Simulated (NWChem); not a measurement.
System: C4H4ClF; SMILES C(C)(=C=CCl)F

Output (shortened):

```
             Northwest Computational Chemistry Package (NWChem) 7.3.0
             --------------------------------------------------------

                             Geometry "geometry" -> ""
                             -------------------------

 Output coordinates in angstroms (scale by  1.889725989 to convert to a.u.)

  No.       Tag          Charge          X              Y              Z
 ---- ---------------- ---------- -------------- -------------- --------------
    1 C                    6.0000     1.21077800     2.23315500     0.19833200
    2 C                    6.0000    -0.00895500     1.39962800    -0.02593500
    3 F                    9.0000    -1.15882900     2.08001000     0.21583400
    4 C                    6.0000    -0.05715500     0.15067600    -0.41999100
    5 C                    6.0000    -0.07117200    -1.09052500    -0.80734200
    6 Cl                  17.0000    -0.03877900    -2.46215200     0.30876800
    7 H                    1.0000     2.11789900     1.65518900     0.00960200
    8 H                    1.0000     1.19845700     3.10791700    -0.46331700
    9 H                    1.0000     1.22880400     2.60022700     1.23163400
   10 H                    1.0000    -0.10550000    -1.41658100    -1.84193200

 Effective nuclear repulsion energy (a.u.)     249.3765207444

                              NWChem Property Module
                              ----------------------

  itol2e modified to match energy
  convergence criterion.

                                 NWChem DFT Module
                                 -----------------

 Summary of "ao basis" -> "ao basis" (spherical)
 ------------------------------------------------------------------------------
       Tag                 Description            Shells   Functions and Types
 ---------------- ------------------------------  ------  ---------------------
 C                           6-31g*                  6       14   3s2p1d
 F                           6-31g*                  6       14   3s2p1d
 Cl                          6-31g*                  8       18   4s3p1d
 H                           6-31g*                  2        2   2s

  itol2e modified to match energy
  convergence criterion.

            General Information
            -------------------
          SCF calculation type: DFT
          Wavefunction type:  closed shell.
          No. of atoms     :    10
          No. of electrons :    54
           Alpha electrons :    27
            Beta electrons :    27
          Charge           :     0
          Spin multiplicity:     1
          Use of symmetry is: off; symmetry adaption is: off
          Maximum number of iterations: 150
          AO basis - number of functions:    96
                     number of shells:    46
          Convergence on energy requested:  1.00D-07
          Convergence on density requested:  1.00D-05
          Convergence on gradient requested:  5.00D-04

              XC Information
              --------------
                         PBE0 Method XC Functional
                     Hartree-Fock (Exact) Exchange  0.250
          PerdewBurkeErnzerhof Exchange Functional  0.750
            Perdew 1991 LDA Correlation Functional  1.000 local
           PerdewBurkeErnz. Correlation Functional  1.000 non-local

             Grid Information
             ----------------
          Grid used for XC integration:  fine
          Radial quadrature: Mura-Knowles
          Angular quadrature: Lebedev.
          Tag              B.-S. Rad. Rad. Pts. Rad. Cut. Ang. Pts.
          ---              ---------- --------- --------- ---------
          C                   0.70       70          12.0       590
          F                   0.50       70          12.0       590
          Cl                  1.00      123          13.0       770
          H                   0.35       60          13.0       590
          Grid pruning is: on
          Number of quadrature shells:   713
          Spatial weights used:  Erf1

      Superposition of Atomic Density Guess
      -------------------------------------

 Sum of atomic energies:        -711.45686149

      Non-variational initial energy
      ------------------------------

 Total energy =    -714.227445
 1-e energy   =   -1474.222247
 2-e energy   =     510.618282
 HOMO         =      -0.258184
 LUMO         =       0.020481

   convergence    iter        energy       DeltaE   RMS-Dens  Diis-err
 ---------------- ----- ----------------- --------- --------- ---------
 d= 0,ls=0.0,diis     1   -714.2468228211 -9.64D+02  1.70D-02  8.00D-01
 d= 0,ls=0.0,diis     2   -714.2240645183  2.28D-02  9.34D-03  1.14D+00
 d= 0,ls=0.0,diis     3   -714.3422649378 -1.18D-01  1.32D-03  2.80D-02
 d= 0,ls=0.0,diis     4   -714.3444824169 -2.22D-03  7.11D-04  3.99D-03
 d= 0,ls=0.0,diis     5   -714.3449418900 -4.59D-04  2.06D-04  3.16D-04
  Resetting Diis
 d= 0,ls=0.0,diis     6   -714.3449859028 -4.40D-05  6.12D-05  4.12D-05
 d= 0,ls=0.0,diis     7   -714.3449904317 -4.53D-06  3.52D-05  2.86D-06
 d= 0,ls=0.0,diis     8   -714.3449899862  4.46D-07  2.20D-05  6.67D-06
 d= 0,ls=0.0,diis     9   -714.3449907831 -7.97D-07  3.53D-06  1.16D-07
 d= 0,ls=0.0,diis    10   -714.3449908002 -1.71D-08  7.78D-07  5.56D-09

         Total DFT energy =     -714.344990800224
      One electron energy =    -1477.393915743499
           Coulomb energy =      575.113436226474
    Exchange-Corr. energy =      -61.441032027639
 Nuclear repulsion energy =      249.376520744439

 Numeric. integr. density =       53.999999831156

                       DFT Final Molecular Orbital Analysis
                       ------------------------------------

 Vector   25  Occ=2.000000D+00  E=-3.265074D-01
              MO Center= -4.3D-02, -2.3D+00,  1.9D-01, r^2= 1.5D+00
   Bfn.  Coefficient  Atom+Function         Bfn.  Coefficient  Atom+Function
  ----- ------------  ---------------      ----- ------------  ---------------
    79      0.585347   6 Cl pz               78      0.413694   6 Cl py
    83      0.308639   6 Cl pz               82      0.229813   6 Cl py
    75     -0.227456   6 Cl pz               74     -0.160789   6 Cl py
    48     -0.136223   4 C  s                96      0.134588  10 H  s
    95      0.107476  10 H  s                61     -0.104219   5 C  pz

[...]

          -----------------------
          Electric field gradient
          -----------------------

 1 a.u. = 0.324123 10**(16) esu/cm**3  ( or statvolts/cm**2 ) = 0.97174 10**(22) v/m**2

 ------------------------------------------------------------
   Atom      X         Y         Z
 ------------------------------------------------------------
    1 C    2.28804   4.22005   0.37479
 ------------------------------------------------------------

 Electric field gradient in molecular frame (a.u.)
         XX             YY             ZZ             XY             XZ             YZ
 ------------------------------------------------------------------------------------------
       -0.039857       0.001914       0.037943      -0.074369      -0.021239      -0.009236

 Principal components (a.u.) and orientation
 of principal axis w.r.t. absolute frame                      Asymmetry parameter eta
 --------------------------------------------------------------------------------------
       -0.099898       0.059875       0.040023                       0.198719

        0.789899      -0.611462       0.046635
        0.591629       0.739849      -0.320310
        0.161354       0.280603       0.946164

 ------------------------------------------------------------
   Atom      X         Y         Z
 ------------------------------------------------------------
    2 C   -0.01692   2.64491  -0.04901
 ------------------------------------------------------------

 Electric field gradient in molecular frame (a.u.)
         XX             YY             ZZ             XY             XZ             YZ
 ------------------------------------------------------------------------------------------
       -0.156554       0.152054       0.004500       0.267644       0.086962       0.024425

 Principal components (a.u.) and orientation
 of principal axis w.r.t. absolute frame                      Asymmetry parameter eta
 --------------------------------------------------------------------------------------
       -0.323568       0.320199       0.003369                       0.979179

        0.859380       0.507278       0.064303
       -0.473707       0.837165      -0.273414
       -0.192529       0.204505       0.959745

 ------------------------------------------------------------
   Atom      X         Y         Z
 ------------------------------------------------------------
    3 F   -2.18987   3.93065   0.40787
 ------------------------------------------------------------

 Electric field gradient in molecular frame (a.u.)
         XX             YY             ZZ             XY             XZ             YZ
 ------------------------------------------------------------------------------------------
       -1.453099       0.408051       1.045048       1.921535       0.665699      -0.288440

 Principal components (a.u.) and orientation
 of principal axis w.r.t. absolute frame                      Asymmetry parameter eta
 --------------------------------------------------------------------------------------
       -2.791710       1.637683       1.154027                       0.173247

        0.835273       0.548929       0.031571
       -0.518177       0.805082      -0.288677
       -0.183880       0.224765       0.956906

 ------------------------------------------------------------
   Atom      X         Y         Z
 ------------------------------------------------------------
    4 C   -0.10801   0.28474  -0.79367
 ------------------------------------------------------------

 Electric field gradient in molecular frame (a.u.)
         XX             YY             ZZ             XY             XZ             YZ
 ------------------------------------------------------------------------------------------
       -0.167476       0.160768       0.006708      -0.002015       0.004622       0.064430

 Principal components (a.u.) and orientation
 of principal axis w.r.t. absolute frame                      Asymmetry parameter eta
 --------------------------------------------------------------------------------------
        0.184162      -0.167644      -0.016518                       0.820619

       -0.000901       0.999444       0.033319
        0.939968       0.012217      -0.341043
        0.341261      -0.031011       0.939457

 ------------------------------------------------------------
   Atom      X         Y         Z
 ------------------------------------------------------------
    5 C   -0.13450  -2.06079  -1.52566
 ------------------------------------------------------------

 Electric field gradient in molecular frame (a.u.)
         XX             YY             ZZ             XY             XZ             YZ
 ------------------------------------------------------------------------------------------
       -0.010567      -0.017387       0.027954       0.004138       0.000564       0.266046

 Principal components (a.u.) and orientation
 of principal axis w.r.t. absolute frame                      Asymmetry parameter eta
 --------------------------------------------------------------------------------------
        0.272330      -0.261755      -0.010575                       0.922336

        0.011361      -0.010613       0.999879
        0.676420       0.736516       0.000132
        0.736428      -0.676337      -0.015547

 ------------------------------------------------------------
   Atom      X         Y         Z
 ------------------------------------------------------------
    6 Cl  -0.07328  -4.65279   0.58349
 ------------------------------------------------------------

 Electric field gradient in molecular frame (a.u.)
         XX             YY             ZZ             XY             XZ             YZ
 ------------------------------------------------------------------------------------------
        1.623777      -1.480982      -0.142795       0.079369      -0.056369       2.768860

 Principal components (a.u.) and orientation
 of principal axis w.r.t. absolute frame                      Asymmetry parameter eta
 --------------------------------------------------------------------------------------
       -3.662233       2.036723       1.625510                       0.112285

       -0.018391       0.011663       0.999763
        0.785653       0.618625       0.007236
       -0.618394       0.785600      -0.020540

 ------------------------------------------------------------
   Atom      X         Y         Z
 ------------------------------------------------------------
    7 H    4.00225   3.12785   0.01815
 ------------------------------------------------------------

 Electric field gradient in molecular frame (a.u.)
         XX             YY             ZZ             XY             XZ             YZ
 ------------------------------------------------------------------------------------------
       -0.160902       0.021765       0.139137       0.191449       0.062955      -0.042820

 Principal components (a.u.) and orientation
 of principal axis w.r.t. absolute frame                      Asymmetry parameter eta
 --------------------------------------------------------------------------------------
       -0.295025       0.153105       0.141919                       0.037916

        0.832496       0.014746       0.553835
       -0.526448      -0.290437       0.799062
       -0.172637       0.956781       0.234024

 ------------------------------------------------------------
   Atom      X         Y         Z
 ------------------------------------------------------------
    8 H    2.26476   5.87311  -0.87554
 ------------------------------------------------------------

 Electric field gradient in molecular frame (a.u.)
         XX             YY             ZZ             XY             XZ             YZ
 ------------------------------------------------------------------------------------------
        0.140998      -0.129407      -0.011591       0.000661      -0.005808       0.209573

 Principal components (a.u.) and orientation
 of principal axis w.r.t. absolute frame                      Asymmetry parameter eta
 --------------------------------------------------------------------------------------
       -0.288232       0.149348       0.138884                       0.036307

       -0.009398      -0.453497       0.891208
        0.796967       0.534896       0.280589
       -0.603950       0.712901       0.356395

 ------------------------------------------------------------
   Atom      X         Y         Z
 ------------------------------------------------------------
    9 H    2.32210   4.91372   2.32745
 ------------------------------------------------------------

 Electric field gradient in molecular frame (a.u.)
         XX             YY             ZZ             XY             XZ             YZ
 ------------------------------------------------------------------------------------------
        0.141103       0.098372      -0.239475      -0.006810      -0.006023      -0.137077

 Principal components (a.u.) and orientation
 of principal axis w.r.t. absolute frame                      Asymmetry parameter eta
 --------------------------------------------------------------------------------------
       -0.288243       0.149379       0.138864                       0.036479

        0.018522      -0.476276       0.879101
        0.334407       0.831565       0.443476
        0.942247      -0.285763      -0.174672

[...]
```

Level: PBE0/6-31G* (spherical d). The geometry was optimised at B3LYP/6-31G* (spherical d). NWChem prints the field gradient with the sign opposite to the second derivative of the potential.

### Question
Which NWChem input produces such a log?

### Answer
This is not unique; one that fits is the input that was run:
```
start job
memory heap 200 mb stack 900 mb global 1100 mb
geometry units angstroms noautosym nocenter noautoz
  C      1.210778     2.233155     0.198332
  C     -0.008955     1.399628    -0.025935
  F     -1.158829     2.080010     0.215834
  C     -0.057155     0.150676    -0.419991
  C     -0.071172    -1.090525    -0.807342
  Cl    -0.038779    -2.462152     0.308768
  H      2.117899     1.655189     0.009602
  H      1.198457     3.107917    -0.463317
  H      1.228804     2.600227     1.231634
  H     -0.105500    -1.416581    -1.841932
end
basis spherical
  * library 6-31g*
end
dft
  xc pbe0
  iterations 150
end
property
  efieldgrad
end
task dft property
```
